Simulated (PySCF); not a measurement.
C₃H₁₀AlNO (SMILES C[CH2][Al]([NH2])[O]C), singlet, at a GFN2-xTB geometry (such geometries of metal compounds can be far from the true shape). Base run: CAMB3LYP/6-31G, polarisability (PySCF).

Input for PySCF:
```python
from pyscf import gto, scf, dft
from pyscf.prop import polarizability

mol = gto.Mole()
mol.atom = '''
    Al   -0.013624    0.089063    0.268581
    C     0.764259    0.589917   -1.515857
    C     1.544000    1.905908   -1.496660
    H    -0.036459    0.654797   -2.262287
    H     1.420632   -0.213586   -1.870956
    H     2.373614    1.853463   -0.794629
    H     0.902819    2.730739   -1.192713
    H     1.948890    2.136815   -2.483398
    O    -0.887416   -1.312024    0.339531
    C    -1.631119   -2.486686    0.437576
    H    -1.934613   -2.659282    1.473668
    H    -2.528131   -2.416681   -0.183772
    H    -1.034770   -3.338711    0.099900
    N     0.217347    1.097702    1.721187
    H     0.733550    1.963416    1.768886
    H    -0.153363    0.888655    2.638837
'''
mol.basis = '6-31g'
mol.charge = 0
mol.spin = 0
mol.verbose = 4
mol.build()

mf = dft.RKS(mol)
mf.xc = 'camb3lyp'
mf.kernel()
alpha = mf.Polarizability().polarizability()[2, 2]
print('alpha_zz =', alpha)
```

The base was run again with changes. Order these runs by alpha_zz (bohr³), lowest first: functional = hf | basis = 6-31G* | basis = 6-31+G* | functional = pbe0 | functional = lda,vwn | basis = STO-3G.

basis = STO-3G (alpha_zz (bohr³) 35.78), functional = hf (alpha_zz (bohr³) 57.78), functional = pbe0 (alpha_zz (bohr³) 62.86), basis = 6-31G* (alpha_zz (bohr³) 63.18), functional = lda,vwn (alpha_zz (bohr³) 66.48), basis = 6-31+G* (alpha_zz (bohr³) 69.69)

Finite-field rows take the second difference of the energy in a field along z; a small field with loose convergence shows SCF noise divided by the square of the field, and a large one adds hyperpolarisability.
